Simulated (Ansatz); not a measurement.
`[CH3][Ge]([NH2])([F])[F]` + H–F → `[CH3][Ge]([F])([F])[F]` + NH₃ at 700 K and 1 bar (ligand exchange at a Ge–N bond).

Program: Ansatz. Geometries: PBE0-D4/def2-TZVP. ΔE: electronic, gas phase. CCSD(T)/CBS is the MP2 limit (def2-TZVPP, def2-QZVPP) plus CCSD(T) − MP2 in def2-TZVPP, frozen cores. This one scheme is used for every species. For Ge outer-core shells are correlated without core-valence functions, which leaves a few kJ/mol of doubt a bond. Scalar relativity is left out up to krypton. One conformer a species, not always the lowest.

| species | CCSD(T)/CBS energy (Eh) | H − E (kJ/mol) | S (J/(mol·K)) |
| --- | --- | --- | --- |
| `[CH3][Ge]([NH2])([F])[F]` | -2371.58148 | 257.8 | 482.3 |
| H–F | -100.39570 | 45.2 | 198.5 |
| `[CH3][Ge]([F])([F])[F]` | -2415.48494 | 185.1 | 439.2 |
| NH₃ | -56.50880 | 116.9 | 226.5 |

H − E and S are ideal-gas, rigid-rotor, harmonic terms from PBE0-D4/def2-TZVP, for one conformer and one mirror image of each species. 1 Eh = 2625.50 kJ/mol, R = 8.31446 J/(mol·K).

Task: By hand: ΔE, ΔH, ΔS and ΔG.

Result: ΔE = (-2415.48494) + (-56.50880) − (-2371.58148) − (-100.39570) = -0.01656 Eh = -43.5 kJ/mol. Δ(H − E) = 185.1 + 116.9 − 257.8 − 45.2 = -1.0, so ΔH = -44.5 kJ/mol. ΔS = 439.2 + 226.5 − 482.3 − 198.5 = -15.1 J/(mol·K). ΔG = -44.5 − 700 × (-15.1)/1000 = -33.9 kJ/mol.

Task: By hand: the equilibrium constant, and the temperature at which ΔG would vanish if ΔH and ΔS stayed fixed.

Result: log₁₀ K = −ΔG/(RT ln 10) = 2.5. ΔG = 0 at ΔH/ΔS = 2947 K, far beyond where these terms or the molecules hold.

ΔH outweighs TΔS. A doubt of 5 kJ/mol in ΔE shifts log₁₀ K by 0.4 here. Other conformers and mirror images would add mixing entropy, several J/(mol·K) or more a flexible species. These are equilibria of isolated gas molecules and say nothing of rates. Largest T1 diagnostic: 0.012 (customary marks: 0.02 for closed shells, 0.045 for open ones).
